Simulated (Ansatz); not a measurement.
Relaxation of Cl2FH5W (9 atoms, charge 0, multiplicity 1), to a largest force component of 0.03 eV/Å in at most 50 steps.

Theory: RKS B3LYP-D4/def2-SVP (Ansatz).

```xyz
9
Properties=species:S:1:pos:R:3:forces:R:3
W 0.258 -0.455 -0.294 0.60 -0.23 0.50
F 0.144 -0.956 2.705 -0.14 0.04 -0.20
H 0.686 0.931 0.543 0.00 0.00 0.00
H -0.011 0.987 -1.103 0.00 -0.02 -0.02
H -0.928 0.541 0.316 0.00 0.01 -0.02
Cl -1.466 -1.932 -0.092 -0.02 -0.01 -0.01
H 0.488 -0.482 -1.966 0.01 0.03 0.01
Cl 2.390 -1.076 0.527 -0.64 0.19 -0.20
H 1.072 -0.990 2.732 0.17 -0.01 -0.06
```

Problem. Where does it end, and by what steps?

Solution. The forces met the threshold. After 11 steps the energy has fallen by 0.109 eV; F2 moved furthest, 0.36 Å. Joined: W1–F2 (3.04 → 2.52 Å).

| step | energy less start (eV) | largest force component (eV/Å) | accepted |
| --- | --- | --- | --- |
| 0 | 0.0000 | 0.635 | yes |
| 1 | -0.0535 | 0.387 | yes |
| 2 | -0.0763 | 0.422 | yes |
| 3 | -0.0907 | 0.378 | yes |
| 4 | -0.0911 | 0.463 | yes |
| 5 | -0.1038 | 0.477 | yes |
| 6 | -0.1045 | 0.386 | yes |
| 7 | -0.1066 | 0.364 | yes |
| 8 | -0.1052 | 0.210 | no |
| 9 | -0.1080 | 0.213 | yes |
| 10 | -0.1084 | 0.083 | yes |
| 11 | -0.1085 | 0.017 | yes |

```xyz
9
Properties=species:S:1:pos:R:3
W 0.245 -0.462 -0.115
F 0.155 -0.993 2.351
H 0.669 0.995 0.602
H 0.001 0.872 -1.086
H -0.944 0.602 0.369
Cl -1.570 -1.857 -0.058
H 0.559 -0.620 -1.766
Cl 2.436 -0.937 0.576
H 1.083 -1.031 2.496
```

Whether the end is a true minimum wasn't checked by a vibrational analysis.

Time of the run: 59 s on 2 threads of Intel(R) Xeon(R) Platinum 8259CL CPU @ 2.50GHz (Skylake/Cascade Lake), with other jobs on the host, peak memory 0.27 GiB.
